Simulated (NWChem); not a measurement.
System: SiHCl3; SMILES Cl[SiH](Cl)Cl

The following NWChem deck was run.

```
start job
memory heap 200 mb stack 900 mb global 1100 mb
geometry units angstroms
  Si     0.000000     0.000000     0.500755
  Cl    -0.502172    -1.859017    -0.187689
  Cl    -1.358870     1.364402    -0.187689
  Cl     1.861042     0.494615    -0.187689
  H      0.000000     0.000000     1.977546
end
basis spherical
  * library 6-31g*
end
dft
  xc b3lyp
  iterations 150
end
driver
  maxiter 120
end
task dft optimize
task dft freq
```

Output (shortened):

```
             Northwest Computational Chemistry Package (NWChem) 7.3.0
             --------------------------------------------------------

 C3  symmetry detected

                             Geometry "geometry" -> ""
                             -------------------------

 Output coordinates in angstroms (scale by  1.889725989 to convert to a.u.)

  No.       Tag          Charge          X              Y              Z
 ---- ---------------- ---------- -------------- -------------- --------------
    1 Si                  14.0000     0.00000000    -0.00000000     0.50960383
    2 Cl                  17.0000    -1.34770827     1.37542842    -0.17884017
    3 Cl                  17.0000     1.86501009     0.47943538    -0.17884017
    4 Cl                  17.0000    -0.51730182    -1.85486381    -0.17884017
    5 H                    1.0000     0.00000000    -0.00000000     1.98639483

 Effective nuclear repulsion energy (a.u.)     336.6454492163

      Symmetry information
      --------------------

 Group name             C3
 Group number              5
 Group order               3
 No. of unique centers     3

                                Z-matrix (autoz)
                                --------

 Units are Angstrom for bonds and degrees for angles

      Type          Name      I     J     K     L     M      Value
      ----------- --------  ----- ----- ----- ----- ----- ----------
    1 Stretch                  1     2                       2.04501
    2 Stretch                  1     3                       2.04501
    3 Stretch                  1     4                       2.04501
    4 Stretch                  1     5                       1.47679
    5 Bend                     2     1     3               109.26907
    6 Bend                     2     1     4               109.26907
    7 Bend                     2     1     5               109.67262
    8 Bend                     3     1     4               109.26907
    9 Bend                     3     1     5               109.67262
   10 Bend                     4     1     5               109.67262

                           NWChem Geometry Optimization
                           ----------------------------

 maximum gradient threshold         (gmax) =   0.000450
 rms gradient threshold             (grms) =   0.000300
 maximum cartesian step threshold   (xmax) =   0.001800
 rms cartesian step threshold       (xrms) =   0.001200
 fixed trust radius                (trust) =   0.300000
 source of zmatrix                         =   autoz

          -------------------
          Energy Minimization
          -------------------

 Using diagonal initial Hessian
 Scaling for Hessian diagonals: bonds = 1.00  angles = 0.25  torsions = 0.10

          --------
          Step   0

                                 NWChem DFT Module
                                 -----------------

 Summary of "ao basis" -> "ao basis" (spherical)
 ------------------------------------------------------------------------------
       Tag                 Description            Shells   Functions and Types
 ---------------- ------------------------------  ------  ---------------------
 Si                          6-31g*                  8       18   4s3p1d
 Cl                          6-31g*                  8       18   4s3p1d
 H                           6-31g*                  2        2   2s

      Symmetry analysis of basis
      --------------------------

        a          28
        e+         23
        e-         23

  Rotation of axis

            General Information
            -------------------
          SCF calculation type: DFT
          Wavefunction type:  closed shell.
          No. of atoms     :     5
          No. of electrons :    66
           Alpha electrons :    33
            Beta electrons :    33
          Charge           :     0
          Spin multiplicity:     1
          Use of symmetry is: on ; symmetry adaption is: on
          Maximum number of iterations: 150
          AO basis - number of functions:    74
                     number of shells:    34
          Convergence on energy requested:  1.00D-06
          Convergence on density requested:  1.00D-05
          Convergence on gradient requested:  5.00D-04

              XC Information
              --------------
                         B3LYP Method XC Potential
                     Hartree-Fock (Exact) Exchange  0.200
                        Slater Exchange Functional  0.800 local
                    Becke 1988 Exchange Functional  0.720 non-local
              Lee-Yang-Parr Correlation Functional  0.810
                  VWN I RPA Correlation Functional  0.190 local

             Grid Information
             ----------------
          Grid used for XC integration:  medium
          Radial quadrature: Mura-Knowles
          Angular quadrature: Lebedev.
          Tag              B.-S. Rad. Rad. Pts. Rad. Cut. Ang. Pts.
          ---              ---------- --------- --------- ---------
          Si                  1.10       88           8.0       590
          Cl                  1.00       88          10.0       590
          H                   0.35       45           8.0       434
          Grid pruning is: on
          Number of quadrature shells:   221
          Spatial weights used:  Erf1

      Superposition of Atomic Density Guess
      -------------------------------------

 Sum of atomic energies:       -1667.66728821

      Non-variational initial energy
      ------------------------------

 Total energy =   -1668.607085
 1-e energy   =   -2977.830657
 2-e energy   =     972.578122
 HOMO         =      -0.399497
 LUMO         =       0.057253

      Symmetry analysis of molecular orbitals - initial
      -------------------------------------------------

  Numbering of irreducible representations:

     1 a           2 e+          3 e-

  Orbital symmetries:

     1 a           2 e+          3 e+          4 a           5 a
     6 e+          7 e+          8 a           9 e+         10 e+
    11 a          12 e+         13 e+         14 a          15 e+
    16 e+         17 a          18 a          19 e+         20 e+
    21 a          22 e+         23 e+         24 a          25 e+
    26 e+         27 a          28 e+         29 e+         30 e+
    31 e+         32 a          33 a          34 a          35 e+
    36 e+         37 a          38 a          39 a          40 e+
    41 e+         42 e+         43 e+

   convergence    iter        energy       DeltaE   RMS-Dens  Diis-err
 ---------------- ----- ----------------- --------- --------- ---------
 d= 0,ls=0.0,diis     1  -1670.7416121103 -2.01D+03  1.93D-02  5.78D-01
 d= 0,ls=0.0,diis     2  -1670.7102844420  3.13D-02  1.16D-02  6.93D-01
 d= 0,ls=0.0,diis     3  -1670.8146289448 -1.04D-01  1.68D-03  1.48D-02
 d= 0,ls=0.0,diis     4  -1670.8167821891 -2.15D-03  3.71D-04  4.99D-04
 d= 0,ls=0.0,diis     5  -1670.8168556362 -7.34D-05  4.86D-05  9.38D-06
  Resetting Diis
 d= 0,ls=0.0,diis     6  -1670.8168570869 -1.45D-06  8.28D-06  2.86D-07
 d= 0,ls=0.0,diis     7  -1670.8168571367 -4.97D-08  1.76D-06  1.13D-08

         Total DFT energy =    -1670.816857136654
      One electron energy =    -2978.723835120029
           Coulomb energy =     1077.493372215267
    Exchange-Corr. energy =     -106.231843448174
 Nuclear repulsion energy =      336.645449216282

 Numeric. integr. density =       65.999997466156

                  Occupations of the irreducible representations
                  ----------------------------------------------

                     irrep           alpha         beta
                     --------     --------     --------
                     a                13.0         13.0
                     e+               20.0         20.0
                     e-                0.0          0.0

                       DFT Final Molecular Orbital Analysis
                       ------------------------------------

 Vector   31  Occ=2.000000D+00  E=-3.486640D-01  Symmetry=e+
              MO Center= -6.8D-01, -1.4D-02, -1.2D-01, r^2= 4.4D+00
   Bfn.  Coefficient  Atom+Function         Bfn.  Coefficient  Atom+Function
  ----- ------------  ---------------      ----- ------------  ---------------
    27      0.423500  2 Cl pz                63     -0.370370  4 Cl pz
    62      0.287726  4 Cl py                26      0.275637  2 Cl py
    31      0.222391  2 Cl pz                44      0.205293  3 Cl py
    67     -0.194491  4 Cl pz                23     -0.165265  2 Cl pz
    66      0.154284  4 Cl py                25     -0.146094  2 Cl px

[...]

      ----------------------
      Optimization converged
      ----------------------

  Step       Energy      Delta E   Gmax     Grms     Xrms     Xmax
  ---- ---------------- -------- -------- -------- -------- --------
@    3   -1670.81702453 -4.3D-08  0.00004  0.00001  0.00011  0.00034
                                     ok       ok       ok       ok

                                Z-matrix (autoz)
                                --------

 Units are Angstrom for bonds and degrees for angles

      Type          Name      I     J     K     L     M      Value     Gradient
      ----------- --------  ----- ----- ----- ----- ----- ---------- ----------
    1 Stretch                  1     2                       2.05440   -0.00001
    2 Stretch                  1     3                       2.05440   -0.00001
    3 Stretch                  1     4                       2.05440   -0.00001
    4 Stretch                  1     5                       1.46994   -0.00004
    5 Bend                     2     1     3               109.74175    0.00000
    6 Bend                     2     1     4               109.74175    0.00000
    7 Bend                     2     1     5               109.19932   -0.00000
    8 Bend                     3     1     4               109.74175    0.00000
    9 Bend                     3     1     5               109.19932   -0.00000
   10 Bend                     4     1     5               109.19932   -0.00000

                         Geometry "geometry" -> "geometry"
                         ---------------------------------

 Output coordinates in angstroms (scale by  1.889725989 to convert to a.u.)

  No.       Tag          Charge          X              Y              Z
 ---- ---------------- ---------- -------------- -------------- --------------
    1 Si                  14.0000     0.00000000     0.00000000     0.50326646
    2 Cl                  17.0000    -1.35784429     1.38577292    -0.17233265
    3 Cl                  17.0000     1.87903670     0.48304118    -0.17233265
    4 Cl                  17.0000    -0.52119241    -1.86881411    -0.17233265
    5 H                    1.0000     0.00000000     0.00000000     1.97320966

 Effective nuclear repulsion energy (a.u.)     334.8141931768

      Symmetry information
      --------------------

 Group name             C3
 Group number              5
 Group order               3
 No. of unique centers     3

                Final and change from initial internal coordinates
                --------------------------------------------------

                                Z-matrix (autoz)
                                --------

 Units are Angstrom for bonds and degrees for angles

      Type          Name      I     J     K     L     M      Value       Change
      ----------- --------  ----- ----- ----- ----- ----- ---------- ----------
    1 Stretch                  1     2                       2.05440    0.00938
    2 Stretch                  1     3                       2.05440    0.00938
    3 Stretch                  1     4                       2.05440    0.00938
    4 Stretch                  1     5                       1.46994   -0.00685
    5 Bend                     2     1     3               109.74175    0.47268
    6 Bend                     2     1     4               109.74175    0.47268
    7 Bend                     2     1     5               109.19932   -0.47331
    8 Bend                     3     1     4               109.74175    0.47268
    9 Bend                     3     1     5               109.19932   -0.47331
   10 Bend                     4     1     5               109.19932   -0.47331

 ==============================================================================
                                internuclear distances
 ------------------------------------------------------------------------------
       center one      |      center two      | atomic units |  angstroms
 ------------------------------------------------------------------------------
    2 Cl               |   1 Si               |     3.88225  |     2.05440
    3 Cl               |   1 Si               |     3.88225  |     2.05440
    4 Cl               |   1 Si               |     3.88225  |     2.05440
    5 H                |   1 Si               |     2.77779  |     1.46994
 ------------------------------------------------------------------------------
                         number of included internuclear distances:          4
 ==============================================================================

[second-derivative integrals and response iterations left out]

  Vibrational analysis via the FX method

  See chapter 2 in "Molecular Vibrations" by Wilson, Decius and Cross

  Vib: Default input used

[...]

 Rotational Constants
 --------------------
 A=   0.079693 cm-1  (  0.114657 K)
 B=   0.079693 cm-1  (  0.114657 K)
 C=   0.042691 cm-1  (  0.061421 K)

 Temperature                      =   298.15K
 frequency scaling parameter      =   1.0000

 Zero-Point correction to Energy  =    8.900 kcal/mol  (  0.014183 au)
 Thermal correction to Energy     =   12.191 kcal/mol  (  0.019427 au)
 Thermal correction to Enthalpy   =   12.783 kcal/mol  (  0.020371 au)

 Total Entropy                    =   75.119 cal/mol-K
   - Translational                =   40.570 cal/mol-K (mol. weight = 133.8913)
   - Rotational                   =   25.983 cal/mol-K (symmetry #  =        3)
   - Vibrational                  =    8.567 cal/mol-K

 Cv (constant volume heat capacity) =   16.126 cal/mol-K
   - Translational                  =    2.979 cal/mol-K
   - Rotational                     =    2.979 cal/mol-K
   - Vibrational                    =   10.167 cal/mol-K

[normal modes left out]

 ----------------------------------------------------------------------------
 Normal Eigenvalue ||           Projected Infra Red Intensities
  Mode   [cm**-1]  || [atomic units] [(debye/angs)**2] [(KM/mol)] [arbitrary]
 ------ ---------- || -------------- ----------------- ---------- -----------
    1       -0.000 ||    0.000000           0.000         0.000       0.000
    2       -0.000 ||    0.000164           0.004         0.160       0.031
    3       -0.000 ||    0.000000           0.000         0.000       0.000
    4       -0.000 ||    0.000191           0.004         0.186       0.037
    5        0.000 ||    0.000181           0.004         0.176       0.035
    6        0.000 ||    0.000000           0.000         0.000       0.000
    7      173.049 ||    0.002877           0.066         2.805       0.550
    8      173.058 ||    0.002877           0.066         2.804       0.550
    9      249.413 ||    0.011612           0.268        11.320       2.218
   10      482.493 ||    0.033343           0.769        32.504       6.370
   11      589.977 ||    0.155690           3.592       151.775      29.744
   12      589.978 ||    0.155687           3.592       151.771      29.743
   13      813.380 ||    0.169440           3.909       165.179      32.371
   14      813.380 ||    0.169432           3.909       165.171      32.369
   15     2343.873 ||    0.083653           1.930        81.549      15.982
 ----------------------------------------------------------------------------
```

Level: B3LYP/6-31G* (spherical d).
